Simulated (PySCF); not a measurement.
# EPR parameters of [C6H7NOS]-

C6H7NOS (charge -1 and doublet state).
Z-matrix (Å and degrees, GFN2-xTB geometry), rows numbered from 1:
```
C 
N   1  1.4590
C   2  1.4049  1  114.23
C   3  1.3766  2  126.90  1    91.60
C   4  1.3843  3  114.67  2  -174.96
C   5  1.4075  4  114.21  3     2.02
C   6  1.3939  5  130.08  4  -179.45
O   7  1.2530  6  126.59  5    -0.28
S   6  1.7738  5  109.68  4     0.09
H   1  1.0997  2  113.19  3    60.99
H   1  1.0902  2  108.19  3   -58.98
H   1  1.0926  2  109.17  3  -177.48
H   2  1.0177  1  108.98  3  -123.33
H   4  1.0800  3  121.07  2     7.25
H   5  1.0760  4  125.08  3  -177.05
H   7  1.1159  6  114.26  5   179.76
```

The hyperfine couplings belong to this conformer and change with its torsions.

As a line formula: `[CH](c1ccc(NC)s1)[O-]` [radical] (charge -1).

Computed with UKS B3LYP, pcH-1 on C H N O S, non-relativistic, mean-field spin-orbit, GIAO in PySCF. Whether the extra electron is bound in the gas phase wasn't checked; a finite basis holds it in any case. The geometry wasn't refined by DFT: couplings that depend on bond lengths, twists or pyramidal angles can differ widely from those at the functional's own minimum, by a factor of two or more for some ions and for spin on atoms past the first row. No stability test was run, so a lower SCF solution isn't excluded.

- g1, g2, g3: 2.00199, 2.00462, 2.00827
- g_iso: 2.00496
- Form of g: rhombic: the two nearest values differ by 42 % of g3 − g1
- ⟨S²⟩: 0.7645 (exact 0.7500)
- α and β electrons: 38, 37

Hyperfine couplings atom by atom, in MHz; T1 to T3 are the principal values of the dipolar part; ρ(0) is the spin density at the nucleus:

| atom | isotope | a_iso | of which spin–orbit | T1 | T2 | T3 | Mulliken spin population | ρ(0) (bohr⁻³) |
| --- | --- | --- | --- | --- | --- | --- | --- | --- |
| C1 | 13C | 40.4 | 0.0 | -1.9 | -1.6 | 3.4 | 0.01 | 0.0359 |
| N2 | 14N | -1.7 | 0.0 | -0.5 | -0.2 | 0.7 | -0.01 | -0.0053 |
| C3 | 13C | 45.6 | 0.2 | -30.8 | -29.7 | 60.5 | 0.31 | 0.0404 |
| C4 | 13C | -24.3 | 0.0 | -14.0 | 6.2 | 7.8 | -0.12 | -0.0216 |
| C5 | 13C | 18.3 | -0.1 | -19.8 | -19.8 | 39.6 | 0.26 | 0.0164 |
| C6 | 13C | -10.4 | 0.1 | -8.3 | -5.9 | 14.2 | 0.05 | -0.0094 |
| C7 | 13C | 4.1 | 0.0 | -17.2 | -14.6 | 31.8 | 0.17 | 0.0037 |
| O8 | 17O | -18.3 | -0.1 | -71.3 | 34.8 | 36.5 | 0.21 | 0.0301 |
| S9 | 33S | 5.3 | -0.3 | -14.8 | -12.8 | 27.6 | 0.12 | 0.0165 |
| H10 | 1H | -1.2 | 0.0 | -1.9 | -0.6 | 2.5 | 0.00 | -0.0003 |
| H11 | 1H | -0.2 | 0.0 | -2.3 | -0.7 | 2.9 | 0.00 | 0.0000 |
| H12 | 1H | 0.8 | 0.0 | -1.6 | -1.2 | 2.8 | 0.01 | 0.0002 |
| H13 | 1H | 16.9 | 0.0 | -2.7 | -1.9 | 4.6 | 0.02 | 0.0038 |
| H14 | 1H | 5.2 | 0.0 | -2.8 | -0.1 | 2.9 | 0.00 | 0.0012 |
| H15 | 1H | -17.5 | 0.0 | -8.4 | -0.8 | 9.2 | -0.01 | -0.0039 |
| H16 | 1H | -15.4 | 0.0 | -7.4 | -2.7 | 10.2 | -0.01 | -0.0035 |

Largest spin populations (Mulliken): C3 (+0.31), C5 (+0.26), O8 (+0.21) and C7 (+0.17). Four atoms exceed +0.15.

C7, the radical centre as drawn in `CNc1ccc([CH][O-])s1`, holds a spin population of +0.17 out of 1.

Axes: g2 points within 15° of the C5–C6 bond and g3 points within 5° of the N2–C3 bond.

Under fast tumbling the dipolar parts average out, and these isotropic splittings remain: 1 × 1H (H15, I = 1/2, 2 lines) with 0.62 mT, 1 × 1H (H13, I = 1/2, 2 lines) with 0.60 mT, 1 × 1H (H16, I = 1/2, 2 lines) with 0.55 mT, 1 × 1H (H14, I = 1/2, 2 lines) with 0.18 mT and 1 × 14N (N2, I = 1, 3 lines) with 0.06 mT.

The 13C coupling of C3 (45.6 MHz) shows only in satellite lines or after enrichment, since that isotope makes up about 1.07 % of natural carbon.

The 17O coupling of O8 (-18.3 MHz) shows only in satellite lines or after enrichment, since that isotope makes up about 0.038 % of natural oxygen.

The run took 1.9 min of wall time (grids of density and orbitals included) on an Arm Neoverse V2 with one thread, no GPU, shared host with 96 logical CPUs at a one-minute load of 27, and the process peaked at 1.1 GiB of memory.
